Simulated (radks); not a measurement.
The tellurium ion Te2+, configuration [Kr] 4d10 5s2 5p1 7f1 (not the ground configuration). Method: scalar-relativistic Kohn-Sham, BLYP, spin-polarised, spherical densities, finite nucleus; open shells are filled with parallel spins first (spin-orbit coupling, left out, can overturn this in heavy ions); Fermi nuclear charge, rms radius 4.7423 fm; computed with a radial shooting solver on a logarithmic mesh with Libxc functionals.

Normalised radial functions P(r) = r R(r), r in bohr:

```
   r/bohr * 4d down, o 5s up, + 5s down (the largest magnitude, 1.06, reaches the edge; | marks zero, & curves that meet)
 0.005485                             * &
 0.007737                             *  &
  0.01091                             *  &
  0.01539                             *  &
  0.02189                             * &
  0.03088                             |&
  0.04355                           & | *
  0.06193                         &   |   *
  0.08735                        &    |      *
   0.1232                           & |           *
   0.1752                             |   &          *
   0.2471                             |      &     *
   0.3486                             | &
   0.4918              *     &        |
   0.6992  *                &         |
   0.9863   *                         |   &
    1.391             *               |                 o+
    1.978                       *     |                   &
    2.791                            *|          &
    3.936                             *  &
    5.597                             &
    7.895                             &
    11.14                             &
    15.71                             &
    22.34                             &
    31.51                             &
    44.44                             &
```

4d down: eigenvalue -69.631 eV, 1 radial node at r = 0.364 bohr, <r> = 0.964 bohr, 90 % of the charge inside 1.47 bohr. 5s up: eigenvalue -40.869 eV, 4 radial nodes at r = 0.0346, 0.137, 0.368, 0.911 bohr, <r> = 1.93 bohr, 90 % of the charge inside 2.77 bohr. 5s down: eigenvalue -40.006 eV, 4 radial nodes at r = 0.0346, 0.137, 0.368, 0.910 bohr, <r> = 1.92 bohr, 90 % of the charge inside 2.77 bohr.
